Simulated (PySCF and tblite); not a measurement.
The numbers below are computed, except where a source is named.
C6H9F3S2, numbered as in [CH3:1][C@@H:2]1[CH2:3][CH2:4][C@H:5]([C:6]([F:7])([F:8])[F:9])[S:10][S:11]1.

Geometries GFN2-xTB; weights from PBE0-D3(BJ)/6-31G* energies and GFN2-xTB thermal corrections, with symmetry numbers and mirror pairs. Conformers within 2.5 kcal/mol (GFN2-xTB free energy) were kept, 4 at most. Of two unlike H on one atom, a is the less shielded (PBE0/6-31G*). Run with PySCF (density fitting) and tblite.

An NOE distance is ⟨r⁻⁶⟩^(−1/6) over all pairs of like atoms and, for the average, over conformers.

The 6-ring runs over atoms 2–3–4–5–10–11.

| conformer | shape | weight % |
| --- | --- | --- |
| 1 | 6-ring chair (C1 axial) | 66.4 |
| 2 | 6-ring chair (C6 axial) | 32.8 |
| 3 | 6-ring twist-boat (ring torsions 81, -31, -38, 69, -35, -36°) | 0.8 |

(1) Which H–H contacts under 3.5 Å would NOEs report (pairs on one atom left out) at 298.15 K?

(2) In a model where alignment follows shape alone (order matrix 0.001 × (3G/tr G − 1)/2, G the second moments of the atom positions; splitting J + 2D), what are the one-bond C–H dipolar couplings D?

Results:

(1) 
```
       pair  in 1 (Å)  in 2 (Å)  in 3 (Å)  average (Å)
 H2 ··· H3b      2.41      2.56      2.38         2.45
H3b ··· H4b      2.47      2.46      2.61         2.47
 H4b ··· H5      2.55      2.38      2.35         2.48
H3a ··· H4a      2.50      2.51      2.62         2.50
H3a ··· H4b      2.41      3.06      3.04         2.53
 H2 ··· H3a      2.47      3.06      3.04         2.58
  H1 ··· H2      2.59      2.61      2.61         2.60
H3b ··· H4a      3.06      2.41      2.35         2.71
 H3b ··· H5      2.55      4.28      4.30         2.72
 H4a ··· H5      3.07      2.49      2.67         2.78
 H1 ··· H4a      2.69      5.00      5.03         2.87
 H1 ··· H3a      2.93      2.93      2.73         2.93
 H2 ··· H4b      4.28      2.52      2.68         2.98
 H1 ··· H3b      3.93      2.82      3.10         3.26
```

Longer pairs under the limit may be missing.

(2) H1 0.1 Hz (-1.3 in conformer 1), H2 -1.0 Hz (-4.7 in conformer 1), H3b 3.9 Hz (5.2 in conformer 1), H3a 3.3 Hz (2.0 in conformer 1), H4a 4.2 Hz (5.4 in conformer 1), H4b 2.3 Hz (0.7 in conformer 1), H5 2.5 Hz (5.7 in conformer 1).


Conformer gaps in 6-31G* on xTB geometries can be 2 kcal/mol off for S=O, P=O and other polar bonds.